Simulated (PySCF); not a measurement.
SMILES [CH3][Al]([CH3])[CH2]C[Si](O)(O)O, GFN2-xTB optimised geometry.

```
22

Si     0.19    -0.23     0.00
O      1.82    -0.23     0.00
O     -0.44     1.28     0.00
O     -0.29    -0.88    -1.41
C     -0.37    -1.21     1.53
C     -1.91    -1.32     1.63
Al    -2.40    -2.20     3.37
C     -1.03    -2.41     4.80
C     -4.26    -2.84     3.66
H      2.28    -0.23    -0.84
H     -0.20     1.88     0.70
H     -1.20    -0.77    -1.68
H      0.06    -2.21     1.51
H      0.02    -0.73     2.44
H     -2.35    -0.32     1.52
H     -2.28    -1.88     0.76
H     -0.11    -2.90     4.46
H     -0.70    -1.46     5.24
H     -1.42    -3.01     5.63
H     -4.69    -2.44     4.59
H     -4.94    -2.56     2.85
H     -4.32    -3.93     3.75
```

Density from PySCF 2.14.0 with CAM-B3LYP/def2-SVP at that geometry.

Minimum of the electron density along straight lines between bonded atoms, close to the bond critical point (lines longer than 1.1 times the sum of covalent radii, or with two minima, are not listed):

```csv
bond,length / Å,ρ at the minimum / e bohr⁻³,∇²ρ there / e bohr⁻⁵,position (fraction from the first atom)
Si1–O2,1.627,0.131,1.09,0.41
Si1–O3,1.640,0.127,1.02,0.41
Si1–O4,1.628,0.131,1.08,0.41
Si1–C5,1.897,?,0.31,0.38
C5–C6,1.546,0.229,?,0.50
C6–Al7,2.008,0.078,0.30,0.61
Al7–C8,1.996,0.078,0.30,0.40
Al7–C9,1.995,0.078,0.31,0.40
O2–H10,0.953,0.353,-2.47,0.82
O3–H11,0.952,0.355,-2.47,0.82
O4–H12,0.953,0.354,-2.49,0.82
C5–H13,1.091,0.271,-0.96,0.62
C5–H14,1.093,0.270,-0.95,0.62
C6–H15,1.099,0.265,-0.91,0.62
C6–H16,1.099,0.265,-0.90,0.62
C8–H17,1.095,0.264,-0.92,0.62
C8–H18,1.095,0.263,-0.91,0.62
C8–H19,1.096,0.265,-0.92,0.62
C9–H20,1.095,0.264,-0.91,0.62
C9–H21,1.095,0.265,-0.92,0.62
C9–H22,1.095,0.263,-0.91,0.62
```

Q: What belongs in the gaps?

A: 
- Si1–C5, ρ at the minimum / e bohr⁻³: 0.118
- C5–C6, ∇²ρ there / e bohr⁻⁵: -0.49
